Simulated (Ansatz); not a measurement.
Computed with Ansatz on PBE0-D4/def2-TZVP structures; ΔE is electronic, products minus reactants. CCSD(T)/CBS is the MP2 limit (def2-TZVPP, def2-QZVPP) plus CCSD(T) − MP2 in def2-TZVPP, frozen cores. Double bonds are as drawn, so ΔE can hold a change between cis and trans. Functionals use def2-TZVPP. Each species was taken in one conformer, which may not be the lowest.

Consider the formal exchange of groups at the Al–C bond: `CO/C(F)=[CH]/[AlH2]` + `F[SiH2]BC[SiH3]` → `[AlH2][SiH2]BC[SiH3]` + `CO/C(F)=C/F`.

Problem. Is it downhill or uphill in electronic energy at CCSD(T)/CBS, and by how much? (Best estimate.)

Solution. Computed: Uphill: ΔE = +59.7 kcal/mol.

Problem. What do these levels give: r2SCAN-D4, PBE0-D4, ωB97M-V, r2SCAN, PBE0, HF/def2-TZVPP, MP2/def2-TZVPP, SCS-MP2/def2-TZVPP, CCSD(T)/def2-TZVPP, HF/def2-QZVPP, MP2/CBS(def2), CCSD/CBS(def2)? (Estimate.)

Solution. Computed: r2SCAN-D4 57.9, PBE0-D4 53.8, ωB97M-V 60.0, r2SCAN 58.0, PBE0 54.1, HF/def2-TZVPP 63.7, MP2/def2-TZVPP 63.7, SCS-MP2/def2-TZVPP 62.9, CCSD(T)/def2-TZVPP 58.4, HF/def2-QZVPP 64.2, MP2/CBS(def2) 65.0, CCSD/CBS(def2) 60.5 kcal/mol.

Largest T1 diagnostic among the species: 0.014.

From PBE to PBE0 (25 % exact exchange), in def2-TZVPP and without D4, ΔE moves by +2.5 kcal/mol.
